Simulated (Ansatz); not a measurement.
`C=CC[TeH]` + H• → `C=CC[Te]`• + H₂ at 500 K and 1 bar (hydrogen abstraction from a Te–H bond).

Calculated with Ansatz (gas phase, PBE0-D4/def2-TZVP geometries, no zero-point term in ΔE). CCSD(T)/CBS is the MP2 limit (def2-TZVPP, def2-QZVPP) plus CCSD(T) − MP2 in def2-TZVPP, frozen cores. This one scheme is used for every species, atoms too. Open shells (•) are unrestricted, without spin–orbit coupling. Elements past krypton have def2 core potentials. For Te outer-core shells are correlated without core-valence functions, so the limit isn't a true one: a few kJ/mol of doubt a bond, and 10 to 20 or more in all where bonds break to atoms. Each species was taken in one conformer, which may not be the lowest.

```
    species  CCSD(T)/CBS energy (Eh)  H − E (kJ/mol)  S (J/(mol·K))
`C=CC[TeH]`               -385.46202           241.4          392.2
         H•                 -0.50000            10.4          125.5
`C=CC[Te]`•               -384.84246           218.4          376.0
         H₂                 -1.17544            41.0          145.5
```

H − E and S are ideal-gas, rigid-rotor, harmonic terms from PBE0-D4/def2-TZVP, for one conformer and one mirror image of each species, with the whole ground term of open shells counted as degenerate. The MP2-based limit puts H₂ 0.8 mEh under its directly extrapolated value; such offsets cancel only in part. 1 Eh = 2625.50 kJ/mol, R = 8.31446 J/(mol·K).

Question: By hand: ΔE, ΔH, ΔS and ΔG.

Answer: ΔE = (-384.84246) + (-1.17544) − (-385.46202) − (-0.50000) = -0.05588 Eh = -146.7 kJ/mol. Δ(H − E) = 218.4 + 41.0 − 241.4 − 10.4 = 7.6, so ΔH = -139.1 kJ/mol. ΔS = 376.0 + 145.5 − 392.2 − 125.5 = 3.8 J/(mol·K). ΔG = -139.1 − 500 × (3.8)/1000 = -141.0 kJ/mol.

Question: By hand: the equilibrium constant, and the temperature at which ΔG would vanish if ΔH and ΔS stayed fixed.

Answer: log₁₀ K = −ΔG/(RT ln 10) = 14.7. ΔH and −TΔS have one sign here, so there is no such temperature. One of them is within its doubt of zero, so this could turn.

The number of gas molecules stays the same, so ΔS is small and ΔH decides. A doubt of 5 kJ/mol in ΔE shifts log₁₀ K by 0.5 here. Other conformers and mirror images would add mixing entropy, several J/(mol·K) or more a flexible species. Modes under 60 cm⁻¹, often nearly free rotors, make the harmonic entropy too high. These are equilibria of isolated gas molecules and say nothing of rates. Largest T1 diagnostic: 0.013 (customary marks: 0.02 for closed shells, 0.045 for open ones).
